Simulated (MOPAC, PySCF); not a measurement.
CH6Si3, SMILES `[SiH2]1[SiH2][SiH]=C1`, neutral singlet in the gas phase. 

Cartesian coordinates (Å):
SMILES: C1=[SiH][SiH2][SiH2]1
```xyz
10

C      0.8009    -1.0449     0.6968
Si     1.4600     0.4813     0.2409
Si    -0.4933     1.2735    -0.7007
Si    -0.9481    -0.8980     0.0959
H      1.2529    -1.8922     1.2010
H      2.8570     0.9548     0.4658
H     -0.4674     1.5179    -2.1675
H     -1.1245     2.4401    -0.0280
H     -1.9944    -0.9595     1.1574
H     -1.3431    -1.8732    -0.9616
```
Charge 0, spin multiplicity 1.

All levels are single points at this geometry (PBE0-D3(BJ)/def2-TZVP); Pople sets use spherical d functions. Orbital energies aren't observables, and empty levels follow the basis.

```tsv
level	HOMO (eV)	LUMO (eV)	gap (eV)	dipole (D)	vertical IE, Delta-SCF (eV)
PBE0-D3(BJ)/def2-TZVP in PySCF	-6.90	-1.73	5.17	1.09	8.62
B3LYP/6-311+G** in PySCF	-6.64	-1.86	4.79	1.04	–
B3LYP/6-31G* in PySCF	-6.50	-1.59	4.91	0.84	8.53
B3LYP/LANL2DZ in PySCF	-6.60	-1.67	4.93	0.77	–
BP86/6-31G* in PySCF	-5.91	-2.38	3.54	0.75	–
M06-2X/6-31G* in PySCF	-7.72	-0.70	7.02	0.92	–
PBE/6-31G* in PySCF	-5.83	-2.30	3.53	0.76	8.57
SVWN5/6-31G* in PySCF	-5.92	-2.43	3.49	0.75	8.74
HF/3-21G in PySCF	-8.73	1.72	10.45	0.97	–
HF/STO-3G in PySCF	-5.20	7.44	12.64	1.43	–
PM3 in MOPAC	-8.36	-1.68	6.68	0.30	–
PM6 in MOPAC	-8.24	-1.07	7.17	2.29	–
PM7 in MOPAC	-9.61	-1.23	8.37	0.29	–
```
